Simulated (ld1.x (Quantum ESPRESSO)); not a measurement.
**Si: one change to an RRKJ potential, before and after**

```
Element                 : Si
Generator               : ld1.x (Quantum ESPRESSO) 7.5
Type                    : norm-conserving RRKJ (Kleinman–Bylander form)
Functional              : PBE
Relativity              : scalar-relativistic
Frozen core             : [Ne]
Valence charge          : 4
Reference configuration : 3s1 3p3
Partial waves           : 3p (bound): rc 1.70 bohr; 3s (bound): rc 1.80 bohr
Local potential         : the s channel
Core correction         : Bessel-smoothed model core, default radius (core density twice the valence density)
```

Change: all radii but the core radius scaled by about 0.80 (s 1.44, p 1.36 bohr).

Cutoffs: the cutoffs (Ry, on a coarse ladder) from which the occupation-weighted sum of valence levels, in a spherical-Bessel basis at the reference potential, stays within 10 and 1 mRy of its value at 400 Ry; they do not see the model core or the augmentation charge, which bear on the density cutoff. Errors are all-electron minus pseudo energies relative to the spin-unpolarised reference configuration.

**Question.** Predict the effect on cutoff, ghosts and configuration errors.

**Answer.** The potential gets harder (12 Ry and 35 Ry → 55 Ry and 70 Ry); of the 7 tests that both files solve, the error grows in 2 and shrinks in 4 by more than 15 % and 0.3 meV (median size 2.8 → 1.5 meV); neither file shows a bound ghost. A smaller radius makes the pseudo-wave follow the all-electron one further in, where it bends more sharply, so more plane waves are needed.

```tsv
quantity	base	changed
cutoff, loose	12 Ry	55 Ry
cutoff, tight	35 Ry	70 Ry
loose cutoff by channel (10 mRy a level)	p 6 Ry, s 12 Ry	p 45 Ry, s 12 Ry
bound ghosts	none	none
error for 3s2 3p2, meV [ΔE -6.81 eV]	-1.4	+1.3
error for 3s2 3p1, meV [ΔE 0.93 eV]	-2.5	+1.2
error for 3s2 3p0, meV [ΔE 16.92 eV]	+8.9	+11
error for 3s0 3p4, meV [ΔE 6.96 eV]	-1.9	+1.5
error for 3s1 3p0, meV [ΔE 50.89 eV]	+53	+36
error for 3s2 3p1.5, meV [ΔE -3.89 eV]	-2.8	+0.4
error for 3s1 3p2, meV [ΔE 8.36 eV]	+3.0	+3.7
```
